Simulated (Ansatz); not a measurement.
`OBCF` → `[CH]F` + `BO` at 600 K and 1 bar (formal loss of a carbene).

Program: Ansatz. Geometries: PBE0-D4/def2-TZVP. ΔE: electronic, gas phase. CCSD(T)/CBS adds triple-zeta CCSD(T) − MP2 to the extrapolated MP2 energy (def2 sets, frozen cores). This one scheme is used for every species. One conformer a species, not always the lowest.

```tsv
species	CCSD(T)/CBS energy (Eh)	H − E (kJ/mol)	S (J/(mol·K))
`OBCF`	-240.25532	194.5	357.2
`[CH]F`	-138.29972	54.0	249.2
`BO`	-101.80414	119.7	267.1
```

H − E and S are ideal-gas, rigid-rotor, harmonic terms from PBE0-D4/def2-TZVP, for one conformer and one mirror image of each species. 1 Eh = 2625.50 kJ/mol, R = 8.31446 J/(mol·K).

By hand: ΔE, ΔH, ΔS and ΔG.

ΔE = (-138.29972) + (-101.80414) − (-240.25532) = 0.15146 Eh = 397.7 kJ/mol. Δ(H − E) = 54.0 + 119.7 − 194.5 = -20.8, so ΔH = 376.9 kJ/mol. ΔS = 249.2 + 267.1 − 357.2 = 159.1 J/(mol·K). ΔG = 376.9 − 600 × (159.1)/1000 = 281.4 kJ/mol.

By hand: the equilibrium constant, and the temperature at which ΔG would vanish if ΔH and ΔS stayed fixed.

log₁₀ K = −ΔG/(RT ln 10) = -24.5. ΔG = 0 at ΔH/ΔS = 2369 K.

The number of gas molecules changes by +1, which sets the sign of ΔS. A doubt of 5 kJ/mol in ΔE shifts log₁₀ K by 0.4 here. Other conformers and mirror images would add mixing entropy, several J/(mol·K) or more a flexible species. These are equilibria of isolated gas molecules and say nothing of rates. Largest T1 diagnostic: 0.018 (customary marks: 0.02 for closed shells, 0.045 for open ones).
